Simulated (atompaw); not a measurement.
Au: PAW (atompaw) pseudisation with LDA (PW92), scalar-relativistic reference atom.

```json
{
  "Element": "Au (Z = 79)",
  "Generator": "atompaw 4.2.0.5",
  "Type": "PAW",
  "Functional": "LDA (PW92)",
  "Relativity": "scalar-relativistic",
  "Frozen core": "[Xe] 4f14",
  "Valence charge": "11",
  "Reference configuration": "5d9 6s2 6p0",
  "Partial waves": "6s (bound): rc 2.20 bohr; 6s channel at -0.2 Ry: rc 2.20 bohr; 6p (bound, empty): rc 3.00 bohr; 6p channel at 0.25 Ry: rc 3.00 bohr; 5d (bound): rc 2.05 bohr; 5d channel at -0.15 Ry: rc 2.05 bohr",
  "Local potential": "troulliermartins scheme with l = 3 at -0.5 Ry, radius 2.15 bohr",
  "Core correction": "smooth core density matched at 2.65 bohr",
  "Augmentation charge": "sinc compensation charge, radius 3.00 bohr; PAW radius 3.00 bohr; waves and projectors: custom rrkj gramschmidtortho"
}
```

All-electron outer shells of the reference configuration (LDA (PW92), scalar-relativistic, ld1.x):

```tsv
shell	level (eV)	outermost node (bohr)	outermost maximum (bohr)
4f	-84.57	–	0.37
5p	-62.77	0.52	0.94
5d	-9.16	0.56	1.20
6s	-6.96	1.11	2.27
6p	-1.24	1.31	3.30
```

**Question.** Does the generator finish with these settings?

**Answer.** Yes, a potential is produced.

**Question.** Estimate the cutoffs (Ry, on a coarse ladder) from which the occupation-weighted sum of valence levels, in a spherical-Bessel basis at the reference potential, stays within 10 and 1 mRy of its value at 400 Ry.

**Answer.** 25 Ry and 45 Ry.

**Question.** Does the potential have ghost states?

**Answer.** Ghost state, extra bound levels that the all-electron valence spectrum of the same l lacks: s at -22.0 eV. A true bound ghost makes a file unfit for plane-wave use. The logarithmic derivative shows an extra or strongly shifted pseudo pole above the reference energy (p near 1.54 Ry).

**Question.** Is the overlap operator S = 1 + Σ q|β⟩⟨β| positive definite (Bessel basis up to 400 Ry)?

**Answer.** Yes: its lowest eigenvalue is 0.40 (p channel).

**Question.** Which valence shell sets the plane-wave cutoff?

**Answer.** 5d: its level needs 30 Ry to come within 1 mRy, against 8 Ry for 6s.
